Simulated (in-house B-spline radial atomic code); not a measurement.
**The silver ion Ag⁷⁺: [Kr] 4d4**

Level of theory: Dirac-Kohn-Sham LC-wPBE, spherical fractional occupations, Fermi nucleus of rms radius 4.5454 fm; calculated with an all-electron radial atomic-structure program (B-spline basis).

Screening seen three ways: the hydrogenic charge with the same mean radius, Z_r = [3n² - l(l+1)]/(2<r>), the one with the same energy, Z_e = n√(-2ε), and Slater's rules. Values are occupation-weighted means over j. An effective charge above Z reflects the relativistic contraction of the inner shells.

```tsv
shell	electrons	ε (eV)	<r> (bohr)	Z_r	Z_e	Slater
1s	2	-25445	0.03111	48.22	43.25	46.70
2s	2	-3857.3	0.1345	44.60	33.68	42.85
2p	6	-3476.5	0.1175	42.56	31.97	42.85
3s	2	-812.37	0.3678	36.71	23.18	35.75
3p	6	-686.74	0.3667	34.09	21.31	35.75
3d	10	-487.24	0.3449	30.44	17.95	25.85
4s	2	-216.86	0.8815	27.23	15.97	19.25
4p	6	-178.2	0.9423	24.41	14.48	19.25
4d	4	-113.78	1.088	19.30	11.57	9.95
```

The least bound orbital is 4d5/2 at -113.4 eV, and it is also the most diffuse (<r> = 1.091 bohr).

Spin-orbit splittings of the orbital energies (j = l + 1/2 above j = l - 1/2 when positive): 2p 175.3 eV, 3p 31.03 eV, 3d 6.262 eV, 4p 5.77 eV, 4d 0.8801 eV.

For the 1s electron the small component carries 2.96 % of the norm, the zero-frequency Breit interaction raises the level by 55.58 eV, self-energy by 31.07 eV, and vacuum polarisation lowers it by 3.899 eV.

Caution: exact exchange at fractional occupations of open shells leaves self-interaction of up to several eV.
